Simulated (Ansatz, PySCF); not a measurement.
Bond stretch in Al2(mu-H)2(OH)4, H6Al2O4, singlet. The Al1–O11 bond (Al1 also carries Al, H, H, O; O11 carries H) is pulled apart rigidly from the PBE0/def2-SVP optimised geometry.

Methods: RKS-PBE = restricted PBE/cc-pVDZ in Ansatz (a program for electronic structure); RKS-LDA (SVWN5)/6-31G* = restricted LDA (SVWN5)/6-31G*, spherical d in PySCF; RKS-BLYP = restricted BLYP/cc-pVDZ (Ansatz); UCCSD(T) = CCSD(T) on UHF/cc-pVDZ, frozen core run with Ansatz.

Energies relative to the lowest point of each curve near equilibrium, in kJ/mol:

```json
[
 {"R / Å": "1.40", "RKS-PBE": "247.5", "RKS-LDA (SVWN5)/6-31G*": "206.4", "RKS-BLYP": "249.2"},
 {"R / Å": "1.50", "RKS-PBE": "99.8", "RKS-LDA (SVWN5)/6-31G*": "74.3", "RKS-BLYP": "100.9"},
 {"R / Å": "1.59", "RKS-PBE": "31.5", "RKS-LDA (SVWN5)/6-31G*": "18.1", "RKS-BLYP": "32.2"},
 {"R / Å": "1.70", "RKS-PBE": "1.1", "RKS-LDA (SVWN5)/6-31G*": "0.0", "RKS-BLYP": "1.3"},
 {"R / Å": "1.74", "RKS-PBE": "0.0", "RKS-LDA (SVWN5)/6-31G*": "2.8", "RKS-BLYP": "0.0"},
 {"R / Å": "1.83", "RKS-PBE": "10.7", "RKS-LDA (SVWN5)/6-31G*": "21.2", "RKS-BLYP": "10.3"},
 {"R / Å": "2.03", "RKS-PBE": "72.5", "RKS-LDA (SVWN5)/6-31G*": "95.7", "RKS-BLYP": "71.3"},
 {"R / Å": "2.81", "RKS-PBE": "357.2", "RKS-LDA (SVWN5)/6-31G*": "397.5", "RKS-BLYP": "352.2"},
 {"R / Å": "3.17", "RKS-PBE": "440.2", "RKS-LDA (SVWN5)/6-31G*": "482.9", "RKS-BLYP": "433.2"},
 {"R / Å": "3.56", "RKS-PBE": "501.0", "RKS-LDA (SVWN5)/6-31G*": "545.1", "RKS-BLYP": "492.4"},
 {"R / Å": "4.12", "RKS-PBE": "554.1", "RKS-LDA (SVWN5)/6-31G*": "599.2", "RKS-BLYP": "544.5"},
 {"R / Å": "4.86", "RKS-PBE": "588.9", "RKS-LDA (SVWN5)/6-31G*": "634.5", "RKS-BLYP": "578.8"}
]
```

Problem. Predict the corresponding UCCSD(T) column.

Solution. 1.40: 249.9; 1.50: 99.3; 1.59: 30.4; 1.70: 0.6; 1.74: 0.0; 1.83: 12.3; 2.03: 79.7; 2.81: 396.2; 3.17: 469.1; 3.56: 491.6; 4.12: 498.6; 4.86: 501.2 (kJ/mol).

The restricted form behind RKS-PBE, RKS-LDA (SVWN5)/6-31G*, RKS-BLYP keeps the bonding electrons paired and can't separate into open-shell fragments. The unrestricted solution behind UCCSD(T) changes between 2.50 and 2.81 Å, which can leave a kink. The unrestricted determinant behind UCCSD(T) is spin-contaminated at 2.50 to 4.86 Å (<S²> up to 1.0, against 0.00 for a pure singlet).
